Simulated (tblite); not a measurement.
A tight-binding relaxation on `C=Cc1ccc(Cl)c2nsnc12`.

Computed with GFN2-xTB geometry optimisation, gas phase (tblite 0.8.0). Start geometry: from a force field or distance geometry. The input is one job of a driver script: a line of settings, then coordinates in Å.

Input:
```
{"job": {"kind": "relax", "xc": "GFN2-xTB", "basis": "xTB"}, "charge": 0, "multiplicity": 1}
C      2.946900    -0.442000     0.068300
C      1.941700     0.444100     0.176200
C      0.555400     0.060500     0.247100
C      0.129300    -1.241200     0.172900
C     -1.205900    -1.587200     0.245400
C     -2.168200    -0.622400     0.355600
Cl    -3.863400    -1.014900     0.428700
C     -1.766300     0.726900     0.428400
N     -2.558600     1.783600     0.542400
S     -1.695000     3.217000     0.588900
N     -0.240500     2.373600     0.441200
C     -0.444800     1.050400     0.369200
H      2.800900    -1.490900     0.017400
H      3.981800    -0.078100     0.029100
H      2.267600     1.498400     0.238300
H      0.842200    -2.051500     0.098300
H     -1.530000    -2.614100     0.192200
```

Output:
```
step      E/eV     max force
  0    -905.45539    4.167
  1    -905.84889    1.813
  2    -905.92903    0.719
  3    -905.94429    0.472
  4    -905.95451    0.284
  5    -905.96300    0.271
  6    -905.96972    0.248
  7    -905.97313    0.141
  8    -905.97432    0.114
  9    -905.97512    0.077
... (7 lines left out)
 17    -905.98307    0.076
 18    -905.98376    0.071
 19    -905.98415    0.052
 20    -905.98434    0.023
 21    -905.98442    0.024
 22    -905.98447    0.026
 23    -905.98453    0.022
 24    -905.98458    0.018
 25    -905.98462    0.013
 26    -905.98464    0.009
```

«max force» is the largest atomic force in eV/Å.

From which step on does the largest force stay under 0.1 eV/Å, and how much energy is left to gain from there?

From step 16 (0.087 eV/Å), 2.7 meV above the end.

In short: energy lowered by 12.2 kcal/mol over 26 steps; largest atomic force 0.009 eV/Å at the end.

Give the final coordinates.

0.070 Å rms from the input after alignment:
```
atom  x, y, z in Å
C1     3.0140   -0.3980    0.0691
C2     1.9735    0.4211    0.1832
C3     0.5744    0.0347    0.2417
C4     0.1025   -1.2612    0.1848
C5    -1.2617   -1.5802    0.2441
C6    -2.2233   -0.6086    0.3640
Cl7   -3.8949   -1.0029    0.4352
C8    -1.8116    0.7354    0.4282
N9    -2.5683    1.8257    0.5438
S10   -1.6126    3.1130    0.5732
N11   -0.1979    2.3652    0.4410
C12   -0.4067    1.0514    0.3671
H13    2.9132   -1.4681    0.0075
H14    4.0192   -0.0156    0.0330
H15    2.1322    1.4896    0.2406
H16    0.8040   -2.0745    0.0891
H17   -1.5629   -2.6149    0.1938
```

Hardware: one thread, Arm Neoverse V1 (aarch64) (shared host). Cost: 0.3 s wall.
Labels such as C1 count atoms from 1, the log's own numbers from 0.
